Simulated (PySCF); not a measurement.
From a computed spectrum to the compound

A species of 7 atoms with charge 1 has these harmonic modes (B3LYP, small Gaussian bases with core potentials, PySCF 2.14.0):

| cm⁻¹ | km/mol | symmetry |
| --- | --- | --- |
| 70 | 0.4 | a'' |
| 71 | 2.7 | e' |
| 71 | 2.7 | e' |
| 162 | 72.6 | a'' |
| 222 | 0.0 | e'' |
| 222 | 0.0 | e'' |
| 288 | 0.0 | a' |
| 336 | 8.3 | e' |
| 336 | 8.3 | e' |
| 683 | 0.0 | a' |
| 722 | 10.6 | e' |
| 722 | 10.6 | e' |
| 2640 | 40.3 | e' |
| 2640 | 40.3 | e' |
| 2642 | 0.0 | a' |

(1) Which species is it, and in which structure?

## Answers

(1) [Pb(SH)3]+ (singlet):
```xyz
7

Pb    0.0000    0.0000    0.0000
S     2.4236    0.5301    0.0000
H     2.7880   -0.7799    0.0000
S    -1.6708    1.8338    0.0000
H    -0.7186    2.8044    0.0000
S    -0.7527   -2.3639    0.0000
H    -2.0694   -2.0245    0.0000
```
Ideal gas at 298.15 K and 1 bar: S = 392.9 J/(mol K), Cp = 111.7 J/(mol K), H − H(0 K) = 24.5 kJ/mol (rigid rotor, harmonic modes, spin degeneracy alone). 
 This is one of several that fit.
